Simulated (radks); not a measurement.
Results of a calculation; reference values are marked as such.
Task: Re15+, 60 electrons, occupied as [Kr] 4d10 4f12 5s2. Level of theory: scalar-relativistic Kohn-Sham, PBE, spin-polarised, spherical densities, finite nucleus; open shells are filled with parallel spins first (spin-orbit coupling, left out, can overturn this in heavy ions); Fermi nuclear charge, rms radius 5.3698 fm (a radial shooting solver on a logarithmic mesh with Libxc functionals). Some entries of the table are withheld. Estimate them.

orbital,occ.,eigenvalue (hartree),<1/r> (bohr^-1)
1s down,1,-2644.681,88.72
1s up,1,-2644.681,88.72
2s up,1,-468.4476,20.76
2s down,1,-468.4460,20.76
2p up,3,-410.4446,18.75
2p down,3,-410.4434,18.75
3s up,1,-117.5679,7.693
3s down,1,-117.5156,7.696
3p up,3,-100.4526,7.088
3p down,3,-100.3998,7.091
3d up,5,-81.02797,6.693
3d down,5,-80.98782,6.695
4s up,1,-33.67773,3.297
4s down,1,-33.58548,3.296
4p up,3,-28.01269,3.003
4p down,3,-27.92369,3.001
4d up,5,-20.89528,(1)
4d down,5,-20.80829,(2)
5s up,1,-13.26632,1.488
5s down,1,-13.22253,1.484
4f up,7,(3),2.319
4f down,5,(4),2.315

Result: 
(1) 4d up <1/r> (bohr^-1): 2.699
(2) 4d down <1/r> (bohr^-1): 2.696
(3) 4f up eigenvalue (hartree): -12.92384
(4) 4f down eigenvalue (hartree): -12.83517
